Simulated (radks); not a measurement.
Spherical quantum dot in the effective-mass picture: electrons in a well V = -V0 / (1 + exp((r - R)/a)) with V0 = 5.8, R = 4.54, a = 0.35, all in effective atomic units (hartree* = m*/eps^2 hartree, bohr* = eps/m* bohr), one dielectric constant everywhere. Calculated with a radial shooting solver with Libxc functionals: non-relativistic Kohn-Sham, exchange-only LDA, spin-polarised, spherical densities. Levels are named by radial order and angular momentum (1s, 1p, 1d, 2s, ...), and open shells are averaged over m. Results are scaled to m* = 0.26 and eps = 17.5, for which hartree* = 23.1 meV and bohr* = 3.562 nm. Each electron was tried in the lowest free levels, single moves between levels near the top were tried too, and the lowest total energy was kept; such a search can miss a lower state. The series stops at N = 15: beyond it a trial failed or the search could not be trusted, so later rows were left out. At N = 1 the Hartree and exchange-correlation terms need not cancel, so that row can carry a self-interaction error.

\begin{tabular}{lrrrrrr}
N & open shells & 2S & E (meV) & addition energy mu(N+1) - mu(N) (meV) & e(HOMO) (meV) & rms radius (nm) \\ \hline
1 & 1s(up 1, down 0) & 1 & -126.653 & 9.285 & -123.24 & 8.163 \\
2 & none & 0 & -244.020 & 11.83 & -114.30 & 8.635 \\
3 & 1p(up 1, down 0) & 1 & -349.554 & 6.453 & -102.35 & 9.263 \\
4 & 1p(up 2, down 0) & 2 & -448.636 & 6.592 & -95.793 & 9.630 \\
5 & 1p(up 3, down 0) & 3 & -541.124 & 8.962 & -89.183 & 9.896 \\
6 & 1p(up 3, down 1) & 2 & -624.651 & 6.067 & -80.540 & 10.12 \\
7 & 1p(up 3, down 2) & 1 & -702.110 & 6.240 & -74.354 & 10.31 \\
8 & none & 0 & -773.330 & 12.34 & -68.078 & 10.47 \\
9 & 1d(up 1, down 0) & 1 & -832.209 & 6.041 & -55.863 & 10.66 \\
10 & 1d(up 2, down 0) & 2 & -885.046 & 6.060 & -49.808 & 10.82 \\
11 & 1d(up 3, down 0) & 3 & -931.823 & 6.062 & -43.745 & 10.96 \\
12 & 1d(up 4, down 0) & 4 & -972.538 & 6.053 & -37.687 & 11.09 \\
13 & 1d(up 5, down 0) & 5 & -1007.20 & 8.087 & -31.640 & 11.21 \\
14 & 1d(up 5, down 1) & 4 & -1033.77 & 5.808 & -23.677 & 11.32 \\
15 & 1d(up 5, down 2) & 3 & -1054.54 & - & -17.852 & 11.42 \\
\end{tabular}

All shells are closed at N = 2, 8 (there: 1s2 1p6); the second difference of the energy has clear peaks (12 % above both neighbours; the first and last values, which can be the largest, are not judged, and half-filled shells can peak too) at N = 2, 5, 8, 13.
